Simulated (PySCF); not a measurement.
# Relaxation of sextet FeF3

All numbers come from PySCF, UPBE0, basis Fe def2-SVP, F def2-SVP (no relativity, density fitting). A (50,194) grid was used.

A hand-made T-shaped start, of C2v symmetry, held to at least that symmetry:

```xyz
4
charge 0 multiplicity 6, angstrom
Fe    0.0000    0.0000   -0.3239
F     0.0000    0.0000    1.4761
F     1.7989    0.0000   -0.2611
F    -1.7989    0.0000   -0.2611
```

Optimiser trace:
| step | E − E(last) (kJ/mol) | largest gradient (Eh/bohr) |
| --- | --- | --- |
| 0 | 121.90 | 0.06110 |
| 1 | 72.79 | 0.03755 |
| 2 | 29.58 | 0.01515 |
| 3 | 11.43 | 0.01559 |
| 4 | 1.45 | 0.00666 |
| 5 | 0.06 | 0.00128 |
| 6 | 0.04 | 0.00207 |
| 7 | 0.00 | 0.00017 |
| 8 | 0.00 | 0.00001 |

It ends at D3h with Fe–F 1.748 Å (×3); F–Fe–F 120.0° (×3) (after a last refinement on a finer grid). A frequency run shows a minimum. Other isomers or separated fragments may lie lower.

Final geometry:
Coordinates in bohr (charge 0 multiplicity 6):
```
Fe    0.0000    0.0000    0.0000
F    -0.0020    0.0000    3.3037
F     2.8621    0.0000   -1.6502
F    -2.8601    0.0000   -1.6536
```

Other spin states or occupations of the open shell can lie lower.

The relaxation took of the order of 40 core-seconds on a shared host.
